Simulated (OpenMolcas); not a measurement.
**Nd4+: CASPT2 settings compared**

| Quantity | Value |
| --- | --- |
| Program | OpenMolcas |
| Basis | ANO-RCC-VDZ [7s6p4d2f] |
| Scalar Hamiltonian | DKH3, point nucleus |
| Active space | 2 electrons in 7 orbitals (4f) |
| State averaging | 2S+1 = 3 even, 21 roots; 2S+1 = 1 even, 27 roots kept (CI in the orbitals of an earlier block) |
| Spin-orbit coupling | state interaction with AMFI integrals over the reference wave functions, term energies averaged over their components |

Methods on the same reference wave functions:
A. CASSCF
B. SS-CASPT2, IPEA 0.5 Eh, sigma1 regulariser 0.5 Eh (closed shells correlated: 5s 5p)
C. SS-CASPT2, IPEA 0.4 Eh, imaginary shift 0.05 Eh (closed shells correlated: 5s 5p)
D. XMS-CASPT2, IPEA 0.6 Eh, imaginary shift 0.3 Eh (closed shells correlated: 5s 5p)

Energies in eV above 4f² ³H₄, the measured ground level; measured values from the list in Carvajal Gallego et al., Mon. Not. R. Astron. Soc. 518, 332 (2023).

```
  Level       A       B       C       D  Measured
4f² ³H₄  0.0000  0.0000  0.0000  0.0000    0.0000
4f² ³H₅  0.3703   0.370   0.370   0.371    0.3514
4f² ³H₆  0.7560   0.756   0.756   0.756    0.7121
4f² ³F₂  0.9689   0.887   0.884   0.899    0.7307
4f² ³F₃  1.2086   1.130   1.126   1.142    0.9652
4f² ¹D₂  3.3686   3.153   3.148   3.153    2.5480
4f² ¹I₆  4.0351   3.865   3.864   3.861    3.2345
4f² ³P₀  4.2167   3.934   3.925   3.906    3.1059
4f² ³P₁  4.2823   4.000   3.991   3.972    3.2103
4f² ³P₂  4.4868   4.209   4.200   4.184    3.4069
```

Deviations, from unrounded energies. A percentage is the sum of absolute deviations over the sum of measured energies, with the sign that they share, or ± where signs differ.

```json
{"Against measurement": "mean absolute deviation (cm-1)", "Levels": "9", "A": "4900", "B": "3600", "C": "3600", "D": "3600"}
{"Against measurement": "fine structure of the ground term (%)", "Levels": "2", "A": "+5.9", "B": "+5.9", "C": "+5.9", "D": "+5.9"}
{"Against measurement": "other terms of the ground configuration (%)", "Levels": "7", "A": "+31.2", "B": "+23.1", "C": "+22.9", "D": "+22.8"}
```

B, C, D lie about equally close to measurement and A furthest from it. The largest miss of D in the table is 4f² ³P₀, by +6500 cm-1. The ranking rests on the paired levels alone, and a cruder setting can come out closer through cancelling errors.

Among B to D the level of the table that moves most is 4f² ³P₀, by 220 cm-1 (lowest in D, highest in B). Moves below CASPT2's spread within the term are not significant.

The mean deviations of B to D differ by less than CASPT2's widest spread within a term (360 cm-1), so their order carries little weight.

From A to B the spin-free energies of the other terms of 4f² shown, above ³H, scale by factors of 0.91 to 0.95, as is usual when dynamic correlation screens the repulsion within a d or f shell.

The lowest spin-free term lies below A's lowest term by 0.141 hartree in B, 0.142 hartree in C, 0.143 hartree in D.

CASPT2 does not keep the components of a term degenerate, so their means are used; among the terms shown or strongly mixed into the levels shown the widest spread is 360 cm-1 (4f² ¹D, D). Terms from blocks run as CI alone lack orbitals of their own. The basis is small and was not contracted for so high a charge. Without dynamic correlation excited terms often stand tens of per cent too high (terms of higher spin than the ground term too low), and those without a measured partner can miss by more than the paired ones (holds for A). Some levels mix across a computed gap that differs much from the measured one, so their mixing is not that of the real levels (holds for A). Some terms miss by over 15 % even with CASPT2, which points to a basis or an active space too small for the shells correlated (holds for B; C; D). Computed and measured levels are paired by configuration, term and J; levels that our copy of the source lacks, or whose pairing is in doubt (as where it misses far off the trend of its configuration), stay unpaired and out of the deviations. Only configurations of the active space appear. Levels that lie high or do not pair safely by name in every column are left out.
